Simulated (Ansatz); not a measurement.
A calculation with Ansatz (development build ahead of 0.2.0).

```yaml
crystal:
  periodic: [false, false, false]
  atoms:
    - { symbol: C, position_ang: [1.4, 0.0, 0.0] }
    - { symbol: C, position_ang: [0.7, 1.21244, 0.0] }
    - { symbol: C, position_ang: [-0.7, 1.21244, 0.0] }
    - { symbol: C, position_ang: [-1.4, 0.0, 0.0] }
    - { symbol: C, position_ang: [-0.7, -1.21244, 0.0] }
    - { symbol: C, position_ang: [0.7, -1.21244, 0.0] }
    - { symbol: C, position_ang: [2.81, 0.0, 0.0] }
    - { symbol: H, position_ang: [3.36, 0.93, 0.0] }
    - { symbol: H, position_ang: [3.36, -0.93, 0.0] }
    - { symbol: H, position_ang: [1.2425, 2.15207, 0.0] }
    - { symbol: H, position_ang: [-1.2425, 2.15207, 0.0] }
    - { symbol: H, position_ang: [-2.485, 0.0, 0.0] }
    - { symbol: H, position_ang: [-1.2425, -2.15207, 0.0] }
    - { symbol: H, position_ang: [1.2425, -2.15207, 0.0] }
basis:
  gaussian: { orbitals: def2-TZVP }
magnetization:
  spin_polarized: true
  initial_magnetization: 1
hamiltonian:
  xc: hf
```

The input is written out in the form of the current development build from the run's settings.

The run gave:

```
Converged                       : yes
Total energy                    : -269.23154 hartree
Spin squared of the determinant : 1.349
Stability test                  : minimum
```

Caution: the unrestricted determinant is spin contaminated.
